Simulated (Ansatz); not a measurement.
Computed with Ansatz on PBE0-D4/def2-TZVP structures; ΔE is electronic, products minus reactants. CCSD(T)/CBS is the MP2 limit (def2-TZVPP, def2-QZVPP) plus CCSD(T) − MP2 in def2-TZVPP, frozen cores. For Ge outer-core shells are correlated without core-valence functions, which leaves a few kJ/mol of doubt a bond. Scalar relativity is left out up to krypton. One conformer a species, not always the lowest.

Reaction (substitution at a C–N bond): `CN([SiH3])[SiH2]Cl` + `[OH][Ge]([OH])([F])[Cl]` → `C[O][Ge]([OH])([F])[Cl]` + `[SiH3]N[SiH2]Cl`

| level | ΔE (kcal/mol) |
| --- | --- |
| CCSD/def2-TZVPP | 3.2 |
| HF/def2-QZVPP | 0.3 |

Task: What does CCSD(T)/CBS give? (An estimate is asked.)

Result: Ansatz gave: +3.7 kcal/mol. The listed levels differ from it by -0.5, -3.4 kcal/mol.

Largest T1 diagnostic among the species: 0.012.

The D4 term adds +1.2 kcal/mol with B3LYP and +0.6 kcal/mol with PBE0; it sums over pairs of atoms, weighted by their polarisabilities, and B3LYP, whose exchange is more repulsive, gets the larger term. In def2-TZVPP, CCSD(T) changes the Hartree–Fock value by +3.2 kcal/mol (the triples alone add +0.4 kcal/mol) and MP2 by +4.3 kcal/mol.

B3LYP here is the variant with VWN-RPA as its local correlation; programs differ in this.
